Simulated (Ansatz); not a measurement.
AgPd₂⁻ (the lowest singlet isomer of a short search), 3 atoms. Hardware: 4 threads of Arm Neoverse V1 on a shared host.

In the def2 sets Ag, Pd take a core potential; there is no spin–orbit coupling. Correlated methods freeze no core orbitals; core or outer-core shells of Pd, Ag are correlated, in sets that lack core-valence functions.

**Question.** How many basis functions does each of these Ansatz runs have, and roughly what does it cost? B2PLYP/def2-TZVPD, charge -1 singlet, energy, from earlier orbitals; PBE0-D4/def2-TZVPD, charge -1 quintet, energy, from earlier orbitals; r2SCAN-D4/def2-TZVPD, charge -1 triplet, energy, from earlier orbitals; ωB97X-V/def2-TZVPD, charge -1 singlet, energy, from earlier orbitals; r2SCAN-D4/def2-TZVPD, charge -1 unrestricted singlet, energy, from earlier orbitals; ωB97M-V/def2-TZVPD, charge -1 triplet, energy, from earlier orbitals; r2SCAN-D4/def2-TZVPD, charge -1 quintet, energy, from earlier orbitals; B3LYP-D4/def2-TZVPD, charge -1 quintet, energy, from earlier orbitals; B3LYP-D4/def2-TZVPD, charge -1 singlet, energy, from earlier orbitals; PBE-D4/def2-TZVPD, charge 0 doublet at the geometry of the charge -1 singlet, energy, from earlier orbitals; CCSD(T)/def2-TZVPD, charge -1 triplet, energy, from earlier orbitals; RPA@PBE/def2-TZVPD, charge -1 quintet, energy, from earlier orbitals.

**Answer.** Other jobs shared the machine, so times can vary by a factor of up to 3. A dash marks memory too small to be measured apart from the calling script's.

| run | functions | fitting or Cholesky vectors | wall time | peak host memory (GiB) |
| --- | --- | --- | --- | --- |
| B3LYP-D4/def2-TZVPD, charge -1 singlet, energy, from earlier orbitals | 120 | 1076 | 1.6 s | – |
| B2PLYP/def2-TZVPD, charge -1 singlet, energy, from earlier orbitals | 120 | 1170 | 2.8 s | – |
| ωB97X-V/def2-TZVPD, charge -1 singlet, energy, from earlier orbitals | 120 | 1076 | 4.8 s | – |
| RPA@PBE/def2-TZVPD, charge -1 quintet, energy, from earlier orbitals | 120 | 1170 | 4.8 s | – |
| PBE-D4/def2-TZVPD, charge 0 doublet at the geometry of the charge -1 singlet, energy, from earlier orbitals | 120 | 1071 | 5.5 s | – |
| r2SCAN-D4/def2-TZVPD, charge -1 triplet, energy, from earlier orbitals | 120 | 1071 | 7.5 s | – |
| r2SCAN-D4/def2-TZVPD, charge -1 quintet, energy, from earlier orbitals | 120 | 1071 | 8.5 s | – |
| B3LYP-D4/def2-TZVPD, charge -1 quintet, energy, from earlier orbitals | 120 | 1076 | 10 s | – |
| r2SCAN-D4/def2-TZVPD, charge -1 unrestricted singlet, energy, from earlier orbitals | 120 | 1071 | 14 s | – |
| PBE0-D4/def2-TZVPD, charge -1 quintet, energy, from earlier orbitals | 120 | 1170 | 29 s | – |
| ωB97M-V/def2-TZVPD, charge -1 triplet, energy, from earlier orbitals | 120 | 1071 | 42 s | 0.83 |
| CCSD(T)/def2-TZVPD, charge -1 triplet, energy, from earlier orbitals | 120 | 1170 | 93 s | 1.9 |
